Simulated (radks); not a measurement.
Neutral tellurium inside a hard spherical wall (all orbitals vanish at R), configuration held at [Kr] 4d10 5s2 5p4 and not refilled when levels cross. Calculated with a radial shooting solver on a logarithmic mesh with Libxc functionals: scalar-relativistic Kohn-Sham, r2SCAN, spin-polarised, spherical densities, finite nucleus; open shells are filled with parallel spins first (spin-orbit coupling, left out, can overturn this in heavy ions); meta-GGA in the generalised Kohn-Sham scheme; Fermi nuclear charge, rms radius 4.7423 fm. Eigenvalues in eV for spin up, with the zero of energy where the potential of the charges vanishes at infinity; a dash marks a level that is unbound or too diffuse for the functional's potential to be trusted. A positive occupied level is held by the wall or, in an anion where self-interaction has pushed it up, behind a barrier. The pressure on the wall is -dE/dV.

R (bohr),E (hartree),kinetic (hartree),e(4p),e(4d),e(5s),e(5p),"e(6s, empty)","e(5d, empty)",pressure (GPa)
free,-6795.21333,7119.622,-117.37,-42.667,-16.309,-6.837,-,-,0
20,-6795.21333,7119.622,-117.37,-42.667,-16.309,-6.837,-,-,< 0.0001
15,-6795.21333,7119.622,-117.37,-42.667,-16.309,-6.837,0.123,1.480,< 0.0001
12,-6795.21332,7119.622,-117.37,-42.666,-16.308,-6.836,0.374,1.906,0.000188
8,-6795.21144,7119.640,-117.26,-42.552,-16.216,-6.746,1.992,3.081,0.0940
7,-6795.20596,7119.684,-117.03,-42.326,-16.041,-6.566,3.402,3.833,0.484
6,-6795.18408,7119.835,-116.38,-41.695,-15.570,-6.044,6.339,5.292,2.66
5,-6795.09360,7120.358,-114.65,-40.005,-14.314,-4.533,13.146,8.529,16.1
4,-6794.69421,7122.250,-110.18,-35.699,-10.750,0.037,30.666,16.708,116
2.5,-6788.96211,7143.532,-86.140,-12.808,20.474,39.111,149.85,73.233,4510
2,-6777.53674,7182.796,-60.249,13.451,71.623,98.807,299.24,146.30,23600
